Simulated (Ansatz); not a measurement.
Geometry optimisation, Ansatz 0.2.0, RHF/6-31G*.

Input:

```yaml
crystal:
  periodic: [false, false, false]
  atoms:
    - { symbol: O, position_ang: [-1.79038, 0.21204, -0.42168] }
    - { symbol: C, position_ang: [-0.44674, 0.18478, -0.34271] }
    - { symbol: C, position_ang: [0.28015, -0.39012, 0.71005] }
    - { symbol: Al, position_ang: [1.47944, 0.34409, -0.58775] }
    - { symbol: H, position_ang: [-2.17812, -0.22329, 0.35499] }
    - { symbol: H, position_ang: [-0.15957, -0.87887, 1.58232] }
    - { symbol: H, position_ang: [2.81523, 0.75137, -1.29521] }
basis:
  gaussian: { orbitals: "6-31G*" }
hamiltonian:
  xc: hf
relax:
  f_tol: 0.02
  max_steps: 40
scf:
  lower_state_search: "off"
```

Launched with:

```bash
$ ansatz run input.yaml --threads 1 --pin off --max-ram 2048MiB --backend cpu --events-out ev --progress --plain --runs-dir out
```

**Question.** Where does it end, and by what steps?

**Answer.** The run converged. After 4 steps the energy has fallen by 0.206 eV; H5 moved furthest, 0.10 Å.

```tsv
step	energy less start (eV)	largest force component (eV/Å)	accepted
0	0.0000	2.140	yes
1	-0.1728	0.956	yes
2	-0.2041	0.110	yes
3	-0.2053	0.047	yes
4	-0.2056	0.005	yes
```

```xyz
7
Properties=species:S:1:pos:R:3
O -1.745 0.236 -0.464
C -0.424 0.155 -0.288
C 0.303 -0.399 0.726
Al 1.406 0.328 -0.561
H -2.199 -0.174 0.265
H -0.065 -0.895 1.614
H 2.724 0.749 -1.292
```

Whether the end is a true minimum wasn't checked by a vibrational analysis.

Time of the run: 4.4 s on 1 thread of Arm Neoverse V2 (shared host), peak memory 0.12 GiB.
